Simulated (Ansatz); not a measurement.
`[Br][GeH2][Br]` + `FC(F)Cl` → `[Cl][GeH2][Br]` + `FC(F)Br` at 400 K and 1 bar (formal exchange of groups at a Ge–Br bond).

Calculated with Ansatz (gas phase, PBE0-D4/def2-TZVP geometries, no zero-point term in ΔE). CCSD(T)/CBS adds triple-zeta CCSD(T) − MP2 to the extrapolated MP2 energy (def2 sets, frozen cores). For Br, Ge outer-core shells are correlated without core-valence functions, which leaves a few kJ/mol of doubt a bond. Scalar relativity is left out up to krypton.

| species | CCSD(T)/CBS energy (Eh) | H − E (kJ/mol) | S (J/(mol·K)) |
| --- | --- | --- | --- |
| `[Br][GeH2][Br]` | -7224.02757 | 69.7 | 346.0 |
| `FC(F)Cl` | -698.00348 | 80.3 | 298.6 |
| `[Cl][GeH2][Br]` | -5110.48619 | 70.3 | 339.7 |
| `FC(F)Br` | -2811.54081 | 79.4 | 311.2 |

H − E and S are ideal-gas, rigid-rotor, harmonic terms from PBE0-D4/def2-TZVP. 1 Eh = 2625.50 kJ/mol, R = 8.31446 J/(mol·K).

Question: By hand: ΔE, ΔH, ΔS and ΔG.

Answer: ΔE = (-5110.48619) + (-2811.54081) − (-7224.02757) − (-698.00348) = 0.00405 Eh = 10.6 kJ/mol. Δ(H − E) = 70.3 + 79.4 − 69.7 − 80.3 = -0.3, so ΔH = 10.3 kJ/mol. ΔS = 339.7 + 311.2 − 346.0 − 298.6 = 6.3 J/(mol·K). ΔG = 10.3 − 400 × (6.3)/1000 = 7.8 kJ/mol.

Question: By hand: the equilibrium constant, and the temperature at which ΔG would vanish if ΔH and ΔS stayed fixed.

Answer: log₁₀ K = −ΔG/(RT ln 10) = -1.0. ΔG = 0 at ΔH/ΔS = 1635 K, though so small a ΔS makes that figure unsure.

The number of gas molecules stays the same, so ΔS is small and ΔH decides. A doubt of 5 kJ/mol in ΔE shifts log₁₀ K by 0.7 here. These are equilibria of isolated gas molecules and say nothing of rates. Largest T1 diagnostic: 0.011 (customary marks: 0.02 for closed shells, 0.045 for open ones).
